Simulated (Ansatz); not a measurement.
Born–Oppenheimer molecular dynamics of CH7ClSn (10 atoms, charge 0, multiplicity 1). It starts at the highest image of a converged band. Of that band: A vibrational analysis at the climbing image gives 2 clearly imaginary modes (864i, 61i cm⁻¹): a point of higher order. A lower path may pass nearby, or the ends, which weren't checked, may share the extra mode.

Computed with Ansatz 0.2.0, RKS r2SCAN/def2-SVP.

```
ensemble                      : NVE (velocity Verlet)
time step                     : 0.5 fs
steps asked                   : 200
starting velocities drawn for : 100 K
seed                          : 5458
```

First frame:

```xyz
10
Properties=species:S:1:pos:R:3
Sn -0.254 0.042 -0.137
Cl -0.417 -0.821 2.539
H 1.385 0.338 0.234
H -0.754 1.282 -1.246
C -0.957 -1.875 -0.775
H -1.086 -2.498 0.120
H -1.910 -1.762 -1.309
H -0.210 -2.328 -1.444
H -1.712 0.824 0.996
H -1.396 0.293 1.685
```

Q: How far do the bonds stretch over the last three quarters of this one trajectory? (Pairs bonded in most of those frames.)

A: 
```
   bond  mean (Å)  spread (Å)  shortest  longest
Sn1–Cl2     2.400       0.200      2.13     2.76
 Sn1–H3     1.718       0.023      1.68     1.76
 Sn1–H4     1.721       0.013      1.70     1.75
 Sn1–C5     2.151       0.031      2.11     2.20
  C5–H6     1.099       0.005      1.09     1.11
  C5–H7     1.100       0.018      1.07     1.13
  C5–H8     1.101       0.017      1.07     1.13
 H9–H10     0.760       0.022      0.73     0.79
```

Mean temperature of the second half: 1326 K. The conserved energy stayed within 0.081 meV per atom of its start (net change -0.021 meV per atom), so the integration is sound. The kinetic energy rose, since the run started high on the potential surface and went downhill. It ends in pieces (CH5ClSn + H2), so much of that is their flight and rotation, not heat. A run of 0.1 ps of so small a system gives no equilibrium averages. The orbitals stay closed-shell, which can raise the energy where a bond breaks towards radicals; this wasn't checked here.

The run took 9.7 min on 2 threads of Arm Neoverse V1 (shared host), peak memory 0.14 GiB.
